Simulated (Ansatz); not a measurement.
The cluster Zr3O7H2, relaxed as a singlet with RKS PBE0-D4/def2-SVP in Ansatz, starting from the GFN2-xTB geometry. Force threshold 0.02 eV/Å.

In the def2 sets Zr takes a core potential; there is no spin–orbit coupling. The structure holds one bond between oxygen atoms, so isomers without such links may lie far lower. The relaxation made no stability test and no search for a lower SCF solution. The structure comes from a short search, and lower isomers may exist.

Start:

```xyz
12

Zr   -1.8675    0.8206    0.1370
Zr    0.6239   -0.9325   -0.6633
Zr    0.8897    1.0202    1.6507
O    -3.3469    1.7164   -0.1504
O     0.5386    1.1283   -0.4062
O    -1.2923   -0.6147   -1.4115
O     1.6681   -1.8361   -1.9351
O    -1.2811   -1.3146   -0.0783
O    -0.9876    1.0598    1.9276
O     1.3292   -0.8173    1.1646
H     1.6863   -2.3834   -2.7288
H     2.0396    2.1532    2.4937
```

```tsv
step	energy (eV)	largest force component (eV/Å)	SCF passes
1	-18188.8161	1.580	23
2	-18189.0453	0.654	30
3	-18189.1473	0.447	32
4	-18189.1674	0.366	24
5 (rejected)	-18189.1647	1.462	24
6	-18189.1944	0.156	24
7	-18189.2108	0.197	24
8	-18189.2142	0.577	23
9	-18189.2201	0.214	26
10 (rejected)	-18189.2190	0.188	25
11	-18189.2216	0.056	26
12	-18189.2217	0.007	28
```

Force components are those of the run's own axes.

End:

```csv
atom,x (Å),y (Å),z (Å)
Zr1,-1.906,0.844,0.188
Zr2,0.520,-0.999,-0.699
Zr3,0.868,0.947,1.623
O4,-3.217,1.935,-0.204
O5,0.307,1.019,-0.315
O6,-1.482,-0.698,-1.318
O7,1.637,-1.809,-2.041
O8,-1.422,-1.388,-0.013
O9,-0.979,1.140,2.012
O10,1.311,-0.898,1.102
H11,2.210,-2.260,-2.662
H12,2.152,2.168,2.327
```

By distances, no bond broke or formed. The bond that changes most is Zr1–O5, from 2.49 to 2.28 Å (atoms count from 1).

No frequencies were taken in this run, so the end may be a saddle point.

Hardware: 4 threads of Arm Neoverse V1 on a shared host. Wall time 84 s, peak host memory 0.75 GiB.
